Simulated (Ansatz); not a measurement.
The same path of CH7AsSSi (11 atoms, charge 0, multiplicity 1) was run twice with different band settings. The coordinate that changes most is the dihedral H8–As2–C3–S4.

Level of theory: RKS r2SCAN/def2-SVP (Ansatz).

Relaxed end points:

```xyz
11
Properties=species:S:1:pos:R:3
Si -0.681 1.901 0.015
As -0.409 -0.200 1.093
C 0.722 -1.037 -0.331
S 0.888 -2.838 -0.127
H -1.010 1.758 -1.438
H 0.596 2.668 0.140
H -1.771 2.666 0.692
H -1.726 -0.729 0.538
H 1.709 -0.548 -0.328
H 0.277 -0.894 -1.327
H 1.470 -2.804 1.093
```

```xyz
11
Properties=species:S:1:pos:R:3
Si -1.063 1.409 -0.202
As -0.099 0.038 1.489
C 1.334 -0.783 0.365
S 1.001 -1.156 -1.385
H -1.803 0.669 -1.264
H 0.026 2.233 -0.805
H -2.022 2.321 0.495
H -1.106 -1.089 1.262
H 1.697 -1.678 0.895
H 2.166 -0.060 0.348
H -0.066 -1.960 -1.176
```

Common settings: spring 5.0 eV/Å²; optimiser quadratic models (default); start path IDPP; force threshold 0.03 eV/Å; end points relaxed.

| run | movable images | climbing image | iteration limit |
| --- | --- | --- | --- |
| 1 | 7 | yes | 42 |
| 2 | 1 | no | 60 |

**Question.** What does each run give, and how far can it be trusted?

**Answer.** Run 1: converged after 11 iterations, highest image 0.085 eV above the first end. A vibrational analysis at the climbing image gives one clearly imaginary mode, 60i cm⁻¹: a first-order saddle point.
Run 2: converged after 5 iterations, highest image 0.092 eV above the first end. No image climbed, so the highest image needn't sit at the top of the path. So few images can step over the top or miss a turn of the path.
